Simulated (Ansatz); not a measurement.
A nudged elastic band was laid between two geometries of BrH + Cl5Ta (8 atoms, charge 0, multiplicity 1).

The calculation used RHF/def2-SVP in Ansatz.

* movable images: 9
* climbing image: yes
* spring: 5.0 eV/Å²
* optimiser: quadratic models (default)
* start path: through a guess of the saddle point
* force threshold: 0.05 eV/Å
* iteration limit: 60
* end points: relaxed

Initial state:

```xyz
8
Properties=species:S:1:pos:R:3
Ta -0.298 0.453 -0.005
Cl 1.987 0.526 0.299
Cl -0.587 0.925 2.274
Cl 0.044 -0.039 -2.272
Cl -1.410 2.379 -0.566
Cl -1.528 -1.469 0.234
Br 2.110 -3.635 1.180
H 3.269 -2.835 1.180
```

Final state:

```xyz
8
Properties=species:S:1:pos:R:3
Ta -0.654 -0.375 0.119
Cl 3.905 -0.021 0.675
Cl 0.062 0.530 2.103
Cl 0.597 -0.289 -1.804
Cl -1.646 1.669 -0.446
Cl -2.702 -1.404 0.054
Br 0.442 -2.571 0.730
H 3.583 -1.233 0.894
```

**Question.** Which bonds break or form, and what moves?

**Answer.** Bonds broken: Ta1–Cl2, Br7–H8. Bonds formed: Ta1–Br7, Cl2–H8. BrH + Cl5Ta becomes BrCl4Ta + ClH.

**Question.** Give the energies along the band, and the barrier.

**Answer.** The run converged. The highest image is number 5 of 0 to 10, 107.2 kJ/mol above the first end and 95.9 kJ/mol above the last; the last end lies 11.2 kJ/mol above the first. Beside the main top the profile has a ripple of under 15 meV (maxima at images 5, 8), which may be a very shallow well or noise. A vibrational analysis at the climbing image gives one clearly imaginary mode, 1241i cm⁻¹: a first-order saddle point. The orbitals stay closed-shell, which can raise the energy where a bond breaks towards radicals; this wasn't checked here.

```csv
image,path coordinate (Å),energy (kJ/mol),Ta1–Cl2 (Å),Br7–H8 (Å),Ta1–Br7 (Å)
0,0.00,0.0,2.31,1.41,4.89
1,0.67,1.8,2.32,1.41,4.42
2,1.34,5.0,2.34,1.41,3.98
3,2.01,9.1,2.35,1.41,3.55
4,2.68,33.4,2.40,1.42,3.15
5,3.35,107.2,2.62,1.69,2.83
6,4.12,30.0,2.98,2.48,2.58
7,4.90,14.0,3.41,3.20,2.52
8,5.67,14.9,3.87,3.56,2.52
9,6.44,12.3,4.37,3.81,2.53
10,7.22,11.2,4.61,3.42,2.53
```

**Question.** What is the geometry of the highest image?

**Answer.** 
```xyz
8
Properties=species:S:1:pos:R:3
Ta -0.096 -0.250 0.177
Cl 2.420 0.448 0.387
Cl -0.173 0.087 2.484
Cl 0.444 -0.770 -2.032
Cl -0.801 1.860 -0.321
Cl -2.044 -1.441 0.139
Br 1.460 -2.522 0.819
H 2.376 -1.108 0.672
```

Run time: 8.4 min on 4 threads of Arm Neoverse V2 (shared host), peak memory 0.63 GiB.
